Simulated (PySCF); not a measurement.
PySCF input (MN15/def2-TZVPD):

```python
from pyscf import gto, scf, dft

mol = gto.M(
    atom='''
    Li   -0.00000000   -0.00000000   -2.27530728
    Na    0.00000000    0.00000000    0.62053835
    ''',
    basis='def2-tzvpd',
    charge=0,
    spin=0,
    verbose=4,
)

mf = dft.RKS(mol, xc='mn15').density_fit(auxbasis='def2-universal-jkfit')
mf.grids.level = 4
mf.conv_tol = 1e-9
mf.max_cycle = 100
mf.max_memory = 1500
mf.kernel()
if not mf.converged:
    mf = mf.newton()
    mf.kernel(mf.make_rdm1())
mf.analyze()
```

End of the output:

```
Extra cycle  E= -169.712256698501  delta_E= -1.99e-12  |g|= 5.73e-07  |ddm|= 1.18e-05
converged SCF energy = -169.712256698501
**** SCF Summaries ****
Total Energy =                        -169.712256698500596
Nuclear Repulsion Energy =               6.030310379617855
One-electron Energy =                 -249.659560155673717
Two-electron Energy =                   73.916993077555290
Two-electron Coulomb Energy =           90.077271999039766
DFT Exchange-Correlation Energy =      -16.160278921484473
HOMO-LUMO gap [eV] =                     2.583060683711373
**** MO energy ****
MO #1   energy= -37.9065211860364  occ= 2
MO #2   energy= -2.19984183609477  occ= 2
MO #3   energy= -2.07649298656471  occ= 2
MO #4   energy= -1.20391497583918  occ= 2
MO #5   energy= -1.20316742975683  occ= 2
MO #6   energy= -1.2031674297568   occ= 2
MO #7   energy= -0.142889159153468 occ= 2
MO #8   energy= -0.0479634291001414 occ= 0
MO #9   energy= -0.0181302752303392 occ= 0
MO #10  energy= -0.0181302752303267 occ= 0
MO #11  energy= 0.00601587330734432 occ= 0
MO #12  energy= 0.0268160138850505 occ= 0
MO #13  energy= 0.0268160138850631 occ= 0
MO #14  energy= 0.0377097939145084 occ= 0
MO #15  energy= 0.0512212019216318 occ= 0
MO #16  energy= 0.0512212019216477 occ= 0
MO #17  energy= 0.0523025926602014 occ= 0
MO #18  energy= 0.0665214060345001 occ= 0
MO #19  energy= 0.0955665326350839 occ= 0
MO #20  energy= 0.0955665326350998 occ= 0
MO #21  energy= 0.102029364273597  occ= 0
MO #22  energy= 0.135927786900133  occ= 0
MO #23  energy= 0.18525642427537   occ= 0
MO #24  energy= 0.185256424275376  occ= 0
MO #25  energy= 0.205125327419287  occ= 0
MO #26  energy= 0.209978836519927  occ= 0
MO #27  energy= 0.209979655115762  occ= 0
MO #28  energy= 0.238984337468219  occ= 0
MO #29  energy= 0.238984337468226  occ= 0
MO #30  energy= 0.280956565272117  occ= 0
MO #31  energy= 0.474074015921214  occ= 0
MO #32  energy= 0.494284768013467  occ= 0
MO #33  energy= 0.494284768013479  occ= 0
MO #34  energy= 1.08145862524026   occ= 0
MO #35  energy= 1.08145862524029   occ= 0
MO #36  energy= 1.09258317552697   occ= 0
MO #37  energy= 1.09258326394176   occ= 0
MO #38  energy= 1.12119540673849   occ= 0
MO #39  energy= 1.25720715284335   occ= 0
MO #40  energy= 1.25720715284336   occ= 0
MO #41  energy= 1.2868665374512    occ= 0
MO #42  energy= 1.4933441045272    occ= 0
MO #43  energy= 3.55457361902918   occ= 0
MO #44  energy= 5.66543399554178   occ= 0
MO #45  energy= 5.66543471245883   occ= 0
MO #46  energy= 5.66835517340751   occ= 0
MO #47  energy= 5.66835517340751   occ= 0
MO #48  energy= 5.68421727293151   occ= 0
MO #49  energy= 5.79109224718832   occ= 0
MO #50  energy= 5.79109224718835   occ= 0
MO #51  energy= 5.81242323631665   occ= 0
MO #52  energy= 13.5412575569909   occ= 0
 ** Mulliken pop on meta-lowdin orthogonal AOs  **
 ** Mulliken pop  **
pop of  0 Li 1s           1.99914
pop of  0 Li 2s           0.93610
pop of  0 Li 3s           0.00058
pop of  0 Li 4s           0.00015
pop of  0 Li 5s           0.00020
pop of  0 Li 2px          0.00000
pop of  0 Li 2py          0.00000
pop of  0 Li 2pz          0.00169
pop of  0 Li 3px          0.00000
pop of  0 Li 3py          0.00000
pop of  0 Li 3pz          0.00280
pop of  0 Li 4px          0.00000
pop of  0 Li 4py          0.00000
pop of  0 Li 4pz          0.00034
pop of  0 Li 5px          0.00000
pop of  0 Li 5py          0.00000
pop of  0 Li 5pz          0.00026
pop of  1 Na 1s           1.99987
pop of  1 Na 2s           1.99865
pop of  1 Na 3s           1.05079
pop of  1 Na 4s           0.00114
pop of  1 Na 5s           0.00005
pop of  1 Na 2px          1.99958
pop of  1 Na 2py          1.99958
pop of  1 Na 2pz          1.99945
pop of  1 Na 3px          0.00012
pop of  1 Na 3py          0.00012
pop of  1 Na 3pz          0.00350
pop of  1 Na 4px          0.00001
pop of  1 Na 4py          0.00001
pop of  1 Na 4pz          0.00013
pop of  1 Na 5px          0.00029
pop of  1 Na 5py          0.00029
pop of  1 Na 5pz          0.00268
pop of  1 Na 6px          0.00000
pop of  1 Na 6py          0.00000
pop of  1 Na 6pz          0.00030
pop of  1 Na 3dxy         0.00000
pop of  1 Na 3dyz         0.00000
pop of  1 Na 3dz^2        0.00208
pop of  1 Na 3dxz         0.00000
pop of  1 Na 3dx2-y2      0.00000
pop of  1 Na 4dxy         0.00000
pop of  1 Na 4dyz         0.00000
pop of  1 Na 4dz^2        0.00008
pop of  1 Na 4dxz         0.00000
pop of  1 Na 4dx2-y2      0.00000
pop of  1 Na 5dxy         0.00000
pop of  1 Na 5dyz         0.00000
pop of  1 Na 5dz^2        0.00002
pop of  1 Na 5dxz         0.00000
pop of  1 Na 5dx2-y2      0.00000
 ** Mulliken atomic charges  **
charge of    0Li =      0.05872
charge of    1Na =     -0.05872
Dipole moment(X, Y, Z, Debye):  0.00000,  0.00000, -0.62189
```
